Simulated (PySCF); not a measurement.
# `CCC[C@H](C)CC`, C₇H₁₆

Cartesian coordinates in Å; atom numbers follow the order of the lines, from 1:
```xyz
23

C     3.311    0.081    0.258
C     1.944   -0.592    0.207
C     0.820    0.431    0.054
C    -0.588   -0.177    0.085
C    -0.838   -1.055   -1.139
C    -1.630    0.946    0.180
C    -3.038    0.453    0.494
H     3.492    0.644   -0.655
H     4.098   -0.662    0.364
H     3.370    0.768    1.100
H     1.786   -1.164    1.124
H     1.928   -1.292   -0.630
H     0.954    0.977   -0.883
H     0.905    1.154    0.869
H    -0.673   -0.799    0.984
H    -1.840   -1.476   -1.115
H    -0.134   -1.882   -1.174
H    -0.733   -0.471   -2.051
H    -1.639    1.504   -0.759
H    -1.324    1.637    0.969
H    -3.709    1.298    0.629
H    -3.431   -0.163   -0.310
H    -3.039   -0.135    1.410
```

The calculation used GIAO BHandHLYP/pcSseg-1 magnetisability, rotational g tensor and spin-rotation constants, non-relativistic, gas phase in PySCF 2.14.0. Geometry: GFN2-xTB.

(1) How diamagnetic is it, and how anisotropic?

(2) Split it along the inertial axes a, b, c into diamagnetic and paramagnetic parts about the centre of mass, with the quadrupole moment.

(3) And the rotational g tensor?

Results:

(1) Isotropic -1478 × 10⁻³⁰ J/T², or -89.0 × 10⁻⁶ cm³/mol; principal values -1531, -1459, -1444 × 10⁻³⁰ J/T², anisotropy 81 × 10⁻³⁰ J/T² (root of half the summed squared differences of the principal values). The susceptibility is in cgs units.

(2) 
| axis | χ (10⁻⁶ cm³/mol) | diamagnetic (10⁻⁶ cm³/mol) | paramagnetic (10⁻⁶ cm³/mol) | summed x² of all electrons (Å²) | quadrupole Θ (D Å) |
| --- | --- | --- | --- | --- | --- |
| a | -91.5 | -348.9 | 257.5 | 274.8 | -1.32 |
| b | -87.8 | -1277.4 | 1189.7 | 56.0 | +0.28 |
| c | -87.8 | -1403.6 | 1315.8 | 26.3 | +1.04 |

Anisotropies 2χaa − χbb − χcc = -7.4 and 2χbb − χaa − χcc = +3.7 × 10⁻⁶ cm³/mol. Θ is traceless in Buckingham's convention.

(3) 
| axis | rotational constant (GHz) | g | nuclear part | electronic part |
| --- | --- | --- | --- | --- |
| a | 5.7687 | +0.0137 | 0.7115 | -0.6978 |
| b | 1.1083 | +0.0002 | 0.6197 | -0.6194 |
| c | 1.0011 | 0.0000 | 0.6189 | -0.6189 |

Asymmetric top; isotopes 12C, 1H; no vibrational averaging.
